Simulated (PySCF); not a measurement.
**Two-component Hartree-Fock for Cr⁸⁺ (chromium, charge +8)**

Start: [Ne] 3s2 3p4; 3p1/2 filled at m_j = -1/2, +1/2; 3p3/2 filled at m_j = +1/2, +3/2. Calculated with PySCF 2.14 in an even-tempered Gaussian basis (20 s from 0.43 bohr⁻², ratio 2.4; 14 p from 0.56 bohr⁻², ratio 2.4; 5 d from 3.6 bohr⁻², ratio 2.6; 4 f from 5.4 bohr⁻², ratio 2.6): generalised Hartree-Fock with the X2C-1e Hamiltonian and a Gaussian nucleus; one run each with spin-orbit coupling (SO) switched off, then screened by Boettger's factors.

| spinor shell | electrons | ε, spin-free (eV) | ε, screened SO (eV) | weight of nominal j (screened SO) | rms radius, screened SO (bohr) |
| --- | --- | --- | --- | --- | --- |
| 1s1/2 | 2 | -6227.3 | -6227.2 | 1.000 | 0.0734 |
| 2s1/2 | 2 | -906.97 | -906.88 | 1.000 | 0.315 |
| 2p1/2 | 2 | -788.08 | -794.84 | 0.984 | 0.283 |
| 2p3/2 | 4 | -788.08 | -784.65 | 0.992 | 0.286 |
| 3s1/2 | 2 | -246.06 | -246.02 | 1.000 | 0.872 |
| 3p3/2 | 2 | -212.86 | -214.34 | 0.811 | 0.893 |
| 3p1/2 | 2 | -212.86 | -211.58 | 0.716 | 0.894 |

| quantity | spin-free | screened SO |
| --- | --- | --- |
| E (hartree) | -1027.63294 | -1027.66561 |
| M_J | 2 | 2 |
| ⟨J²⟩ | 6.003 | 6.006 |
| ⟨L²⟩ | 2.002 | 2.111 |
| ⟨S²⟩ | 2.001 | 1.948 |

Each row is a mean over spinors that exchange with the open shell spreads, by up to 13.017 eV (3s1/2).

Rows whose weight is well below 1 are mixtures of j = l ± 1/2: exchange outweighs spin-orbit coupling there, and the label is only the starting occupation.

Without spin-orbit coupling the j labels of p, d and f shells carry no meaning; the spin-free column gives the mean over the occupied spinors of each nl shell.
